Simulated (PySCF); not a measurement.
A mixed set of molecules. Computed, not measured: TDDFT B3LYP/def2-SVPD, vertical, gas phase, core orbitals frozen in the response (PySCF). Geometries: PBE0-D3(BJ)/def2-SVP; one conformer of each isolated species. Triplets are in the Tamm–Dancoff approximation. Relativistic effects are left out although some hold elements past zinc.

Question: Rank by computed lowest singlet excitation energy, lowest first.
A. `O1CC[C@@H]([Si@@H]1C#CC)F`
B. `C/C=C(/F)C#N`
C. `N#CC/C=C/F`
D. `N#CC1(F)CC1`
E. `OCc1ccc(Br)cc1`
F. `F/C=C/[C@H]1C=N1`
G. `N#CCCCCC#N`
H. `FC(F)(F)CC1[SiH2]C[SiH2]1`

Answer: F (4.41 eV), E (4.99 eV), A (5.57 eV), B (5.92 eV), H (6.27 eV), D (6.47 eV), C (6.84 eV), G (7.61 eV).

| SMILES | S1 (eV) | LUMO (eV) | α (au) | HOMO (eV) | T1 (eV) | S1 mainly |
| --- | --- | --- | --- | --- | --- | --- |
| F/C=C/[C@H]1C=N1 | 4.41 | -1.17 | 53.0 | -6.82 | 3.90 | H→L (96%) |
| OCc1ccc(Br)cc1 | 4.99 | -0.80 | 110.4 | -6.60 | – | H→L (50%) |
| CC#C[Si@@H]1OCC[C@@H]1F | 5.57 | -0.48 | 100.6 | -7.35 | 4.77 | H→L (51%) |
| C/C=C(/F)C#N | 5.92 | -1.81 | 55.3 | -7.80 | 3.60 | H→L+1 (96%) |
| FC(F)(F)CC1[SiH2]C[SiH2]1 | 6.27 | -0.40 | 101.8 | -7.74 | 6.08 | H→L (98%) |
| N#CC1(F)CC1 | 6.47 | -0.57 | 50.3 | -8.56 | 6.02 | H→L (96%) |
| N#CC/C=C/F | 6.84 | -0.75 | 53.3 | -7.91 | 4.40 | H→L+1 (51%) |
| N#CCCCCC#N | 7.61 | -0.33 | 78.0 | -9.29 | 6.32 | H→L (40%) |

H and L stand for HOMO and LUMO; a dash means that no computed state gives the value.

- `F/C=C/[C@H]1C=N1`: Löwdin shares by element: HOMO carbon 59% or more, nitrogen 14% (atoms not listed hold the other 27%); LUMO carbon 48% or more, nitrogen 39%, hydrogen 8% or more.
- `OCc1ccc(Br)cc1`: Löwdin shares by element: HOMO carbon 41% or more, bromine 29% (atoms not listed hold the other 31%); LUMO carbon 68% or more (atoms not listed hold the other 32%).
- `CC#C[Si@@H]1OCC[C@@H]1F`: Löwdin shares by element: HOMO carbon 53% or more, oxygen 12% (atoms not listed hold the other 35%); LUMO carbon 44% or more, silicon 23%, oxygen 7% (atoms not listed hold the other 27%).
- `C/C=C(/F)C#N`: Löwdin shares by element: HOMO carbon 53% or more, nitrogen 13%, fluorine 12% (atoms not listed hold the other 22%); LUMO carbon 64% or more, nitrogen 19% (atoms not listed hold the other 17%).
- `FC(F)(F)CC1[SiH2]C[SiH2]1`: Löwdin shares by element: HOMO carbon 37% or more, silicon 31% (atoms not listed hold the other 32%); LUMO silicon 34%, carbon 19% or more (atoms not listed hold the other 47%).
- `N#CC1(F)CC1`: Löwdin shares by element: HOMO carbon 33% or more, nitrogen 22%, fluorine 13% (atoms not listed hold the other 31%); LUMO carbon 41% or more, nitrogen 32%, fluorine 11% (atoms not listed hold the other 16%).
- `N#CC/C=C/F`: Löwdin shares by element: HOMO carbon 73% or more, fluorine 16%; LUMO carbon 67% or more, fluorine 8% (atoms not listed hold the other 25%).
- `N#CCCCCC#N`: Löwdin shares by element: HOMO nitrogen 41%, carbon 30% or more (atoms not listed hold the other 29%); LUMO carbon 38% or more (atoms not listed hold the other 62%).
